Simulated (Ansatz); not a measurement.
```yaml
crystal:
  periodic: [false, false, false]
  atoms:
    - {symbol: C, position_ang: [-0.592896, 1.301692, 1.854244]}
    - {symbol: In, position_ang: [1.037202, 0.155556, 1.117007]}
    - {symbol: C, position_ang: [0.893049, -1.843970, 0.857611]}
    - {symbol: N, position_ang: [0.348682, 0.753720, -1.467862]}
    - {symbol: Si, position_ang: [-1.202645, 0.086208, -2.071108]}
    - {symbol: H, position_ang: [-0.733557, 2.245049, 1.504325]}
    - {symbol: H, position_ang: [-1.631943, 0.706813, 1.844700]}
    - {symbol: H, position_ang: [-0.612656, 1.387594, 2.923841]}
    - {symbol: H, position_ang: [2.577813, 0.993145, 0.822195]}
    - {symbol: H, position_ang: [1.280805, -2.324636, -0.036524]}
    - {symbol: H, position_ang: [1.390680, -2.339621, 1.605059]}
    - {symbol: H, position_ang: [-0.081393, -2.474429, 0.722232]}
    - {symbol: H, position_ang: [0.468360, 1.739737, -1.307929]}
    - {symbol: H, position_ang: [1.298193, 0.239133, -1.827369]}
    - {symbol: H, position_ang: [-1.455126, 0.366186, -3.265454]}
    - {symbol: H, position_ang: [-2.311306, 0.669215, -1.088436]}
    - {symbol: H, position_ang: [-1.027543, -1.420351, -1.922532]}
basis:
  gaussian: {orbitals: cc-pVTZ-PP, point_charges: [{charge: 2.00, position_ang: [5.488, 0.348, -0.448]}]}
hamiltonian: {xc: {name: BHLYP}, dispersion: d4, pseudopotentials: {relativity: none}}
```

```sh
$ ansatz run in.yaml --threads 4 --pin off --events-out ev --progress --plain --max-ram 11315MiB
```

It prints (some lines left out):

```
Functional definition: BHLYP
Error: <dir> the basis set cc-pVTZ-PP has no functions for C
```

(1) Something in this input is off. What?

## Answers

(1) The basis set is misnamed or doesn't suit the job. The input was rejected before any iteration.
